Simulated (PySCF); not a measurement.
**Electron correlation in Pt (platinum, neutral)**

[Xe] 4f14 5d9 6p1, one real determinant (an excited configuration). Computed with PySCF 2.14 in def2-QZVPPD with the def2 core potential (60 electrons), with scalar relativity through the core potential. Frozen: nothing; 18 electrons correlated.

MP2 pair energies summed by pair of shells (mhartree):

| pair | energy | share (%) |
| --- | --- | --- |
| 5d-5d | -274.09 | 48.4 |
| 5p-5d | -163.98 | 28.9 |
| 5p-5p | -50.73 | 8.9 |
| 5s-5d | -25.75 | 4.5 |
| 5s-5p | -24.36 | 4.3 |
| 5d-6p | -21.38 | 3.8 |
| 5s-5s | -4.12 | 0.7 |
| 5p-6p | -2.28 | 0.4 |
| 5s-6p | -0.15 | 0.0 |

Total MP2 correlation energy: -566.85 mhartree.

Same-spin part -180.37 and opposite-spin part -386.48 mhartree; SCS-MP2 scales them by 1/3 and 6/5 to -523.90 mhartree.

The reference is one real determinant that mixes LS terms of this configuration.

The basis has no tight functions for the innermost shells, so their pair energies are far from complete.

This basis was not built for core-valence correlation, so the inner-shell part is incomplete.
